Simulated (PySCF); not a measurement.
Identify the compound

Molecular formula: C4H10O2Si3. Simulated spectra:

¹H NMR (600 MHz, computed): δ 12.56 (m, 1H), 9.55 (s, 1H), 7.33 (br s, 1H), 6.99 (br s, 1H), 4.84 (m, 1H), 4.15 (m, 1H), 3.95 (m, 3H), 3.93 (m, 1H).

¹³C{¹H} NMR (computed): δ 252.9 (CH), 204.7 (CH), 157.2 (CH2), 157.2 (C).

[PySCF: geometry from GFN2-xTB; shieldings: GIAO PBE0/pcSseg-1; one conformer; non-relativistic Hamiltonian; equivalent nuclei averaged; no solvent]

Referencing at the same level of theory: TMS for ¹H and ¹³C.

Q: Deduce the structure.

A: 
1. The formula gives 3 degrees of unsaturation (no ring in the answer).
2. 4 carbon signals for 4 carbons: no two carbons are equivalent.
3. Carbon types of the structure: 1 × C, 2 × CH, 1 × CH2, leaving 6 H on heteroatoms.
4. δC 252.9: carbonyl carbon.
5. δC 204.7: aldehyde carbonyl carbon; low-lying n→π* states of the double bond to the heteroatom give a large paramagnetic term (-265 ppm).
6. δC 157.2: β carbon of a C=C–C=O unit; conjugation with the carbonyl draws π density from the β position.
7. δC 157.2: α carbon of a C=C–C=O unit; as expected for a trigonal carbon in a double bond.
8. δH 12.56: hydrogen on a carbonyl carbon.
9. δH 9.55: hydrogen on an aldehyde carbonyl carbon; the C=O anisotropy and electron withdrawal place aldehyde protons far downfield.
10. δH 7.33, 6.99: hydrogen on a β carbon of a C=C–C=O unit; olefinic region.

Structure: SMILES C=C(C=O)[Si@H]([SiH3])[SiH2]C=O.

This is the structure that produced the data.

Shifts are as computed. Against solution values, carbons near 30 ppm lie about +3 ppm off and those near 130 ppm about +5 ppm. Of 1211 compounds with measured shifts, 218 miss one by over three times the rms of a fit or turn the order of signals round; such compounds aren't used in these exercises. No couplings were computed; multiplicities are counted from neighbouring protons, with m where these are inequivalent, close in shift, in a saturated or five-membered ring or joined by F or P, and br s for small geminal =CH2 splittings.
